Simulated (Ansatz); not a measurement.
Job for Ansatz (a first-principles code): R-CCSD(T)/cc-pVDZ on HF (SMILES F).

Ansatz 0.2 input:
```yaml
crystal:
  periodic: [false, false, false]
  atoms:
    - {symbol: F, position_ang: [-0.00000000, 0.00000000, 0.46222970]}
    - {symbol: H, position_ang: [0.00000000, -0.00000000, -0.46222970]}
basis:
  gaussian:
    orbitals: cc-pVDZ
magnetization: {spin_polarized: false}
correlation: {method: ccsd_t, electrons: outside_noble_gas}
scf: {lower_state_search: off}
```

Problem. Predict the final total energy.

Solution. -100.2281 hartree (reference determinant -100.0191, T1 diagnostic 0.006).
